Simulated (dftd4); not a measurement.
Br2Ge, triplet, at a GFN2-xTB geometry (the spin is typed, not shown lowest); dftd4 4.2.0 with D4 for hf.

Here is a job for dftd4.
```
$ dftd4 mol.xyz --func hf --charge 0 --json dftd4.json --noedisp --property

# file mol.xyz
3

Ge     0.01662620     0.00626078     1.00353305
Br     1.08727208    -1.65040649    -0.46661885
Br    -1.10247318     1.64468236    -0.45089707
```

### Question
Predict the main parts of the log of this dftd4 run.

### Answer

```
                    ____  _____ _____     ____  _  _
      -------------|  _ \|  ___|_   _|---|  _ \| || |------------
     |             | | | | |_    | | ___ | | | | || |_           |
     |             | |_| |  _|   | ||___|| |_| |__   _|          |
     |             |____/|_|     |_|     |____/   |_|            |
     |             ===================================           |
     |            E. Caldeweyher, S. Ehlert & S. Grimme          |
     |          Mulliken Center for Theoretical Chemistry        |
     |                    University of Bonn                     |
      -----------------------------------------------------------

Rational (Becke-Johnson) damping: hf-D4-ATM
---------------------
  s6         1.0000
  s8         1.6168
  s9         1.0000
  a1         0.4496
  a2         3.3574
 alp        16.0000
--------------------

Atomic data, radii in Ångström:
------------------------------------------------------
   Z          R(cov)      r4/r2   hardness         EN
------------------------------------------------------
  32 Ge       1.4533     2.9321     0.3393     2.0100
  35 Br       1.5200     2.4294     0.4345     2.9600
------------------------------------------------------

Atomic reference systems (in atomic units):
----------------------------------------------------------------------------
   Z        #      CN     q+Z       C6(AA)   #      CN     q+Z       C6(AA)
----------------------------------------------------------------------------
  32 Ge     1  0.0000 32.0000     367.7871   2  0.8994 32.0094     318.5431
            3  1.8553 31.9941     290.3410   4  2.7845 31.9684     236.2571
            5  3.7182 31.9355     189.5578
  35 Br     1  0.0000 35.0000     167.8010   2  0.8714 34.8551     184.6349
----------------------------------------------------------------------------

Atomic properties (in atomic units):
----------------------------------------------------------------------------
     #    Z              CN          q      C6(AA)        C8(AA)   alpha(0)
----------------------------------------------------------------------------
     1   32 Ge       1.6383     0.3407    279.1516    25710.6027    34.4077
     2   35 Br       0.8198    -0.1704    185.0969    11703.4901    21.9494
     3   35 Br       0.8198    -0.1704    185.0969    11703.4901    21.9494
----------------------------------------------------------------------------

Molecular properties (in atomic units):
----------------------------------------
 molecular C6                1907.1596
 molecular C8              140260.8527
----------------------------------------

Dispersion energy:      -1.1400371078922E-02 Eh

[Info] JSON dump of results written to 'dftd4.json'
```
